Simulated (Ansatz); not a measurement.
Ideal-gas functions of F3HHfSe (`[F][Hf]([F])([F])[SeH]`) at 500 K and 1 bar, from an Ansatz frequency run at PBE0-D4/def2-TZVP.

Molar mass 315.45 g/mol, point group Cs (symmetry number 1), electronic degeneracy 1, moments of inertia 184.503, 549.014, 556.268 u Å². Harmonic wavenumbers (cm⁻¹, unscaled): 52, 101, 114, 147, 168, 174, 248, 455, 651, 657, 670, 2415.

Use S(trans) = R[1.5 ln M + 2.5 ln T − 1.1517]; rotational temperatures θ = 24.2544 K / I; S(rot) = R[ln(√π/σ · √(T³/θAθBθC)) + 1.5]; for each mode x = 1.438777 ν̃/T, S = R[x/(eˣ − 1) − ln(1 − e⁻ˣ)] and H = RT x/(eˣ − 1); 1 cm⁻¹ = 0.0119627 kJ/mol; R = 8.31446 J/(mol·K).

**Question.** By hand: the entropy, in J/(mol·K).

**Answer.** Translation 191.4. Rotation: θ = 0.1315, 0.0442, 0.0436 K, giving 129.2. Vibration, mode by mode: 24.12, 18.62, 17.62, 15.53, 14.44, 14.15, 11.29, 6.64, 4.21, 4.16, 4.04, 0.06, in all 134.9. Electronic 0.0. Sum 455.5 J/(mol·K).

**Question.** By hand: H − E and G − E in kJ/mol, counted from the electronic energy.

**Answer.** Zero-point energy ½ × 5852 × 0.0119627 = 35.0; thermal vibration 29.8; translation, rotation and pV give 4 RT = 16.6. H − E = 81.4 kJ/mol, and G − E = 81.4 − 500 × 455.5/1000 = -146.3 kJ/mol.

Vibration gives 30 % of the entropy, 75.9 J/(mol·K) of it from the modes under 150 cm⁻¹: soft modes count most, and the harmonic formula is weakest for them. The sum counts one conformer and one mirror image; others add a mixing term.
